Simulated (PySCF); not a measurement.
Species: C₃H₁₀BNO₂.
SMILES: `C[O+](C)[BH2-]NC=O`

All values: B3LYP/def2-SVPD (PySCF, non-relativistic), on one gas-phase PBE0-D3(BJ)/def2-SVP geometry that isn't relaxed in the solvent. The solvent is an IEF-PCM continuum (Bondi radii, 1.10 Å for H, scaled by 1.2), and excitations are vertical TDDFT with non-equilibrium linear response and a frozen core. Specific hydrogen bonds and non-electrostatic terms are outside this model.

Gas-phase singlets (H = HOMO, L = LUMO):

```csv
state,E (eV),λ (nm),f,leading configurations
S1,5.355,232,0.001,"H→L+1 78%, H→L 11%"
S2,6.131,202,0.011,"H→L 78%, H→L+1 11%"
S3,6.364,195,0.010,"H-1→L 82%, H-1→L+2 11%"
S4,6.539,190,0.041,"H→L+2 67%, H-1→L+1 20%"
S5,6.719,185,0.060,"H-1→L+1 35%, H-1→L+2 31%, H→L+2 14%"
```

How does the list change in cyclohexane (ε = 2.017)?

```
state  E (eV)  λ (nm)      f               leading configurations  change by rank (eV)
   S1   5.449     228  0.002                   H→L 68%, H→L+1 26%               +0.094
   S2   6.441     193  0.052        H→L+1 45%, H-1→L 25%, H→L 19%               +0.310
   S3   6.612     188  0.012  H-1→L 38%, H-1→L+1 38%, H-1→L+2 10%               +0.248
   S4   6.756     184  0.135    H-1→L+1 40%, H-1→L 26%, H→L+1 15%               +0.217
   S5   6.957     178  0.040                            H→L+2 83%               +0.238
```

How do the frontier levels move from gas to cyclohexane?

```json
{"orbital": "LUMO+2", "gas (eV)": "0.55", "solvent (eV)": "0.72", "change (eV)": "+0.17"}
{"orbital": "LUMO+1", "gas (eV)": "0.28", "solvent (eV)": "0.29", "change (eV)": "+0.01"}
{"orbital": "LUMO", "gas (eV)": "0.00", "solvent (eV)": "0.14", "change (eV)": "+0.14"}
{"orbital": "HOMO", "gas (eV)": "-6.78", "solvent (eV)": "-6.98", "change (eV)": "-0.20"}
{"orbital": "HOMO-1", "gas (eV)": "-7.14", "solvent (eV)": "-7.24", "change (eV)": "-0.10"}
{"orbital": "HOMO-2", "gas (eV)": "-8.15", "solvent (eV)": "-8.16", "change (eV)": "-0.01"}
{"orbital": "HOMO-3", "gas (eV)": "-9.13", "solvent (eV)": "-9.04", "change (eV)": "+0.09"}
```

The HOMO–LUMO gap goes from 6.78 to 7.13 eV. Rows go by rank; for LUMO, LUMO+1 and LUMO+2 the atom shares or the degeneracy differ between the runs, so the row needn't follow one orbital.

Shape of the structure used: `[CH3:1][O+:2]([CH3:3])[BH2-:4][NH:5][CH:6]=[O:7]`: C1–O2–B4–N5 158°, O2–B4–N5–C6 -74°, B4–N5–C6–O7 9°.
